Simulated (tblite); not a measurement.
Compound: C6H9NO2Si.
Structure used (GFN2-xTB), in Å, numbered top down from 1:
```xyz
19
C6H9NO2Si angstrom
N      3.533    1.676   -0.631
C      2.893    0.730   -0.687
C      2.067   -0.446   -0.739
C      0.724   -0.203   -0.029
C     -0.105    0.872   -0.733
Si    -1.805    1.023    0.127
C     -1.701   -0.471    1.312
C     -1.135   -1.635    0.558
O     -1.686   -2.694    0.436
O      0.065   -1.462   -0.036
H      1.884   -0.718   -1.782
H      2.589   -1.275   -0.254
H      0.926    0.103    1.008
H      0.457    1.805   -0.720
H     -0.223    0.585   -1.779
H     -2.895    0.860   -0.833
H     -1.904    2.255    0.909
H     -2.659   -0.771    1.728
H     -1.035   -0.227    2.141
```

Method: GFN2-xTB as coded in tblite; computed harmonic values from a numerical Hessian at the method's own geometry, unscaled. This tight-binding method is rough: wavenumbers can miss measured ones by several per cent, in bad cases by 10 to 20. Modes of hydrogen on silicon can be 10 to 20 % off. One conformer, not necessarily the lowest.

Harmonic wavenumbers (cm⁻¹): 48.8, 79.4, 105.3, 118.7, 175.4, 255.9, 299.8, 360.8, 386.0, 426.9, 467.1, 471.2, 502.2, 538.4, 576.4, 635.1, 656.1, 743.4, 753.2, 786.3, 792.3, 808.6, 872.8, 891.8, 983.2, 1003.4, 1038.1, 1057.4, 1087.0, 1115.4, 1152.3, 1175.2, 1200.5, 1241.8, 1255.7, 1313.9, 1325.3, 1420.9, 1442.4, 1461.8, 1772.2, 2282.0, 2300.3, 2415.3, 2869.7, 2965.7, 2969.4, 2977.3, 2985.8, 3009.0, 3033.9.

A = 1986, B = 745.0, C = 581.7 MHz; mass 155.040 u (most abundant isotopes); point group C1, symmetry number 1.

**Question.** What is the zero-point energy?

**Answer.** ½Σν̃ = 30303 cm⁻¹ = 362.51 kJ/mol.

**Question.** What is S at 200 K and 1 bar for an ideal gas of classical rigid rotors and harmonic oscillators?

**Answer.** Translation 163.46, rotation 121.81, vibration 79.20: S = 364.5 J/(mol K).

**Question.** And Cp and H(200 K) − H(0)?

**Answer.** Cp = 125.09 J/(mol K), of which vibrations give 91.83 (their classical limit is 51 R = 424.0); H(200 K) − H(0) = 15.45 kJ/mol without the zero-point energy, 8.80 from vibrations.

**Question.** What must be added to the electronic energy to get the Gibbs energy at 200 K and 1 bar?

**Answer.** ZPE + [H(200 K) − H(0)] − T·S = 362.51 + 15.45 − 72.89 = 305.07 kJ/mol.

**Question.** Blend soft modes into free rotors: weight 1/[1 + (100 cm⁻¹/ν̃)⁴] for the oscillator and the rest for a rotor with moment μB/(μ + B), μ = h/(8π²ν), B = 10⁻⁴⁴ kg m². What vibrational entropy results?

**Answer.** 74.09 J/(mol K) in place of 79.20, which changes −T·S at 200 K by +1.02 kJ/mol.

**Question.** How do the functions run with temperature in this model?

**Answer.** 
| T (K) | S (J/(mol K)) | Cp (J/(mol K)) | H − H(0) (kJ/mol) | G − H(0) (kJ/mol) | ln q(vib) |
| --- | --- | --- | --- | --- | --- |
| 100 | 296.7 | 77.0 | 5.40 | -24.27 | 1.65 |
| 300 | 424.7 | 175.1 | 30.48 | -96.94 | 6.93 |
| 500 | 534.3 | 255.3 | 74.06 | -193.08 | 12.47 |
| 800 | 671.5 | 327.3 | 162.52 | -374.72 | 20.48 |
| 1000 | 748.0 | 357.4 | 231.17 | -516.85 | 25.42 |

q(vib) and H(0) count from the zero-point level.

Hindered rotation and anharmonicity are outside this model. Other conformers, if any are populated, would add a mixing term that is left out. The structure is chiral; the term R ln 2 for an equal mix with its mirror image is left out.
